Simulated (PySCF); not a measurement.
**Partial charges of `Cc1ccc(C#[O+])c(C)c1`**

C9H9O (charge +1).
Structure used (PBE0-D3(BJ)/def2-SVP), in Å, numbered top down from 1:
```
atom  x, y, z in Å
C1    -3.0001   -1.6295   -0.5890
C2    -1.7137   -0.9216   -0.3510
C3    -1.6852    0.4912   -0.2789
C4    -0.5123    1.1586   -0.0335
C5     0.6785    0.3948    0.1453
C6     1.8479    1.0766    0.3848
O7     2.7959    1.6610    0.5808
C8     0.6964   -1.0316    0.0793
C9     1.9515   -1.8235    0.2417
C10   -0.5236   -1.6443   -0.1697
H11   -2.8481   -2.6410   -0.9870
H12   -3.5430   -1.7268    0.3683
H13   -3.6520   -1.0628   -1.2686
H14   -2.6074    1.0588   -0.4206
H15   -0.4840    2.2485    0.0249
H16    1.7900   -2.6641    0.9320
H17    2.2524   -2.2545   -0.7271
H18    2.7977   -1.2337    0.6222
H19   -0.5537   -2.7353   -0.2294
```

Density: PBE0/pcSseg-1 (PySCF); schemes: Mulliken, IAO, Hirshfeld and ESP-fitted. Isolated species at its PBE0-D3(BJ)/def2-SVP geometry, gas phase.

Problem. For which atoms does the sign change between the 4 schemes (beyond +0.03 e in one, beyond −0.03 e in another)?

Solution. C2, C4 and C8. Atomic charges aren't observables, and each scheme defines them in its own way.

Problem. At which atom do the 4 schemes differ most?

Solution. At C2: from -0.270 (Mulliken) to +0.475 e (ESP-fitted), 0.745 e apart.

Problem. Give the atomic charges in each scheme.

Solution. In e:

```
atom                  environment  Mulliken     IAO  Hirshfeld  ESP-fitted
  C1         benzylic-type carbon    -0.132  -0.427     -0.091      -0.602
  C2  substituted aromatic carbon    -0.270  +0.119     +0.086      +0.475
  C3           aromatic CH carbon    -0.004  -0.137     -0.013      -0.308
  C4           aromatic CH carbon    +0.089  -0.080     +0.011      -0.036
  C5  substituted aromatic carbon    -0.292  -0.128     -0.005      -0.300
  C6         triply bonded carbon    +0.535  +0.582     +0.352      +0.626
  O7           oxygen bonded to C    -0.096  -0.095     +0.017      -0.120
  C8  substituted aromatic carbon    -0.177  +0.099     +0.067      +0.365
  C9         benzylic-type carbon    -0.100  -0.433     -0.094      -0.580
 C10           aromatic CH carbon    +0.029  -0.148     -0.021      -0.392
 H11              methyl hydrogen    +0.158  +0.173     +0.071      +0.198
 H12              methyl hydrogen    +0.186  +0.192     +0.079      +0.208
 H13              methyl hydrogen    +0.166  +0.178     +0.073      +0.202
 H14            aromatic hydrogen    +0.130  +0.189     +0.085      +0.216
 H15            aromatic hydrogen    +0.145  +0.195     +0.089      +0.208
 H16              methyl hydrogen    +0.185  +0.192     +0.080      +0.214
 H17              methyl hydrogen    +0.193  +0.194     +0.079      +0.213
 H18              methyl hydrogen    +0.145  +0.156     +0.057      +0.189
 H19            aromatic hydrogen    +0.109  +0.180     +0.079      +0.223
```

Mean size of the charges over all atoms: ESP-fitted 0.299 e, IAO 0.205 e, Mulliken 0.165 e, Hirshfeld 0.076 e. Each set sums to the total charge, 1, to within 0.001 e. The Mulliken scheme gives each basis function's population to the atom it is centred on and halves the overlap population of two atoms between them.

Problem. Sum the charges by element, for elements with more than one atom.

Solution. 
| element | atoms | Mulliken | IAO | Hirshfeld | ESP-fitted |
| --- | --- | --- | --- | --- | --- |
| C | 9 | -0.322 | -0.555 | +0.291 | -0.751 |
| H | 9 | +1.418 | +1.649 | +0.691 | +1.871 |

Problem. How closely do the schemes follow one another over all atoms?

Solution. Correlation coefficient and root-mean-square difference: IAO with ESP-fitted 0.94, 0.141 e; IAO with Hirshfeld 0.94, 0.154 e; Hirshfeld with ESP-fitted 0.86, 0.262 e; Mulliken with IAO 0.71, 0.169 e; Mulliken with Hirshfeld 0.70, 0.143 e; Mulliken with ESP-fitted 0.50, 0.292 e.

Problem. How many electrons does the ESP-fitted scheme count on C10?

Solution. Z − q = 6 − (-0.392) = 6.392.

The run behind these numbers computed NMR shieldings as well. Hardware: x86-64 server, one thread (shared host). Cost: 30 s wall.
